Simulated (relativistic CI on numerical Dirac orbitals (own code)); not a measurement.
# Charge states of bismuth

Method of calculation: Dirac-Coulomb-Breit CI, KLI orbitals optimised for each configuration, model QED (radiative potential, 1s self-energy scaled to tabulated hydrogen-like ionisation energies), valence Slater integrals scaled by 0.9 (own radial code, finite nucleus).

Each species is treated in one configuration, given outside its closed core. Radial values are for the open shell of highest l, unscaled and averaged over j; ζ includes the Breit term. Labels give the leading LS character, summed over repeated terms.

```csv
Ion,Configuration,Its lowest level,LS weight (%),Next level,E (cm⁻¹),⟨r⟩ (bohr),⟨r²⟩ (bohr²),ζ (cm⁻¹)
Bi²⁴⁺,4d¹⁰4f¹³,²F°7/2,100,²F°5/2,45244,0.4112,0.1968,12900
Bi²⁵⁺,4d¹⁰4f¹²,³H6,97,³F4,10878,0.4054,0.1908,13310
Bi²⁶⁺,4d¹⁰4f¹¹,⁴I°15/2,89,J = 9/2 (mixed),28655,0.3998,0.1851,13730
Bi²⁷⁺,4d¹⁰4f¹⁰,⁵I8,72,J = 5 (mixed),37018,0.3944,0.1798,14150
Bi²⁸⁺,4d¹⁰4f⁹,⁶H°15/2,60,J = 9/2 (mixed),24831,0.3892,0.1747,14590
Bi²⁹⁺,4d¹⁰4f⁸,⁷F6,57,J = 4 (mixed),14576,0.3843,0.17,15040
Bi³⁰⁺,4d¹⁰4f⁷,⁸S°7/2,58,J = 7/2 (mixed),50838,0.3794,0.1654,15490
Bi³¹⁺,4d¹⁰4f⁶,J = 0 (mixed),45,J = 1 (mixed),29580,0.3748,0.1611,15960
Bi³²⁺,4d¹⁰4f⁵,J = 5/2 (mixed),39,⁶H°7/2,32907,0.3703,0.157,16430
Bi³³⁺,4d¹⁰4f⁴,⁵I4,62,⁵I5,38718,0.3659,0.1531,16910
Bi³⁴⁺,4d¹⁰4f³,⁴I°9/2,71,J = 3/2 (mixed),46639,0.3617,0.1494,17410
Bi³⁵⁺,4d¹⁰4f²,³H4,83,³F2,26815,0.3576,0.1458,17910
Bi³⁶⁺,4d¹⁰4f,²F°5/2,100,²F°7/2,64708,0.3536,0.1424,18420
Bi³⁷⁺,4d¹⁰,¹S0,100,,,,,
Bi³⁸⁺,4d⁹,²D5/2,100,²D3/2,252570,0.3704,0.157,100800
Bi³⁹⁺,4d⁸,³F4,86,J = 2 (mixed),30677,0.3679,0.1548,102500
Bi⁴⁰⁺,4d⁷,⁴F9/2,58,J = 3/2 (mixed),43630,0.3654,0.1528,104100
Bi⁴¹⁺,4d⁶,J = 4 (mixed),41,J = 2 (mixed),27268,0.363,0.1507,105800
Bi⁴²⁺,4d⁵,J = 5/2 (mixed),25,J = 5/2 (mixed),218230,0.3606,0.1487,107400
Bi⁴³⁺,4d⁴,³P0,60,⁵D1,238110,0.3582,0.1468,109100
Bi⁴⁴⁺,4d³,J = 3/2 (mixed),44,⁴F5/2,244280,0.3559,0.1449,110900
Bi⁴⁵⁺,4d²,³F2,73,³P0,78843,0.3536,0.143,112600
Bi⁴⁶⁺,4d,²D3/2,100,²D5/2,286480,0.3513,0.1412,114300
Bi⁴⁷⁺,3d¹⁰4s²4p⁶,¹S0,100,,,,,
```
